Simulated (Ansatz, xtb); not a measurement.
# BH8OSi2+: which of two structures lies lower

Structure X is a singlet given by its coordinates and structure Y is `B[SiH2][OH+][SiH3]`, a singlet. Both are isolated ions in the gas phase, relaxed with B3LYP/6-31G*; the shapes shown needn't be the lowest conformers.

X (Å):

```yaml
atoms:
  - { symbol: B, position_ang: [-0.5293, -1.9621, -2.2636] }
  - { symbol: O, position_ang: [-0.0406, -0.6887, -1.6528] }
  - { symbol: Si, position_ang: [0.5604, -3.4661, -2.6610] }
  - { symbol: Si, position_ang: [-1.1126, 0.7003, -1.1757] }
  - { symbol: H, position_ang: [1.8771, -3.6725, -2.0179] }
  - { symbol: H, position_ang: [-0.1283, -4.6965, -3.0892] }
  - { symbol: H, position_ang: [-1.6595, -1.8889, -2.6161] }
  - { symbol: H, position_ang: [-0.4476, -2.9826, -1.3461] }
  - { symbol: H, position_ang: [0.9206, -0.5687, -1.5461] }
  - { symbol: H, position_ang: [-0.1079, 1.6397, -0.6493] }
  - { symbol: H, position_ang: [-2.0155, 0.1162, -0.1728] }
  - { symbol: H, position_ang: [-1.7551, 1.1069, -2.4341] }
```

Close contacts (Å): B1–O2 1.49, B1–Si3 1.90, O2–Si4 1.82, B1–H7 1.19, B1–H8 1.37, O2–H9 0.97, Si3–H5 1.48, Si3–H6 1.47, Si3–H8 1.73, Si4–H10 1.47, Si4–H11 1.47, Si4–H12 1.47.

Y (Å):

```yaml
atoms:
  - { symbol: B, position_ang: [-1.7217, -1.1378, -1.2966] }
  - { symbol: O, position_ang: [0.2640, 0.6587, 0.3628] }
  - { symbol: Si, position_ang: [-0.8828, 0.6812, -1.0876] }
  - { symbol: Si, position_ang: [0.0246, 0.0438, 2.0446] }
  - { symbol: H, position_ang: [-2.4131, -1.3116, -2.2492] }
  - { symbol: H, position_ang: [-1.5581, -2.0164, -0.5104] }
  - { symbol: H, position_ang: [0.0886, 1.0905, -2.1244] }
  - { symbol: H, position_ang: [-1.8105, 1.7783, -0.7368] }
  - { symbol: H, position_ang: [1.1204, 1.0980, 0.1962] }
  - { symbol: H, position_ang: [0.6971, -1.2649, 2.0833] }
  - { symbol: H, position_ang: [-1.4437, -0.0169, 2.1193] }
  - { symbol: H, position_ang: [0.6572, 1.0847, 2.8714] }
```

Task: Which of the two would you expect CCSD(T)/def2-SVP + ΔMP2/def2-TZVPP electronic energies to favour?

Result: Structure Y; the calculation gives E(Y) − E(X) = −4.7 kcal/mol.

How the difference moves with the method:

```json
{"level": "B3LYP/6-31G*", "geometry": "B3LYP/6-31G*", "E(Y) − E(X) (kcal/mol)": "−5.6", "departure from the last row (kcal/mol)": "−0.9", "job, with rough time for the two": "optimisation, 9.8 min"}
{"level": "HF/def2-SVP", "geometry": "B3LYP/6-31G*", "E(Y) − E(X) (kcal/mol)": "−14.7", "departure from the last row (kcal/mol)": "−10.0", "job, with rough time for the two": "part of the CCSD(T) run"}
{"level": "MP2/def2-SVP", "geometry": "B3LYP/6-31G*", "E(Y) − E(X) (kcal/mol)": "−3.2", "departure from the last row (kcal/mol)": "+1.6", "job, with rough time for the two": "part of the CCSD(T) run"}
{"level": "CCSD(T)/def2-SVP", "geometry": "B3LYP/6-31G*", "E(Y) − E(X) (kcal/mol)": "−3.0", "departure from the last row (kcal/mol)": "+1.7", "job, with rough time for the two": "single point"}
{"level": "CCSD(T)/def2-SVP + ΔMP2/def2-TZVPP", "geometry": "B3LYP/6-31G*", "E(Y) − E(X) (kcal/mol)": "−4.7", "departure from the last row (kcal/mol)": "", "job, with rough time for the two": "single point, 90 s"}
```

None of the levels shown reverses the order. The largest departure from CCSD(T)/def2-SVP + ΔMP2/def2-TZVPP is that of HF/def2-SVP, 10.0 kcal/mol. Levels run at GFN2-xTB geometries aren't shown. The last row adds to CCSD(T) the change of the MP2 difference between the two basis sets, here −1.7 kcal/mol.

With harmonic frequencies from B3LYP/6-31G* (ideal gas, rigid rotor, one conformer each, 298.15 K, 1 atm): on the last row, ΔE + ΔZPE = −5.2 kcal/mol. A mode under 50 cm⁻¹ makes harmonic enthalpies and free energies unreliable, so none is given.

The correlated steps freeze 12 core orbitals. Programs: Ansatz 0.2.0; the last row on 1 thread of AMD EPYC (Zen 3) on a shared host.
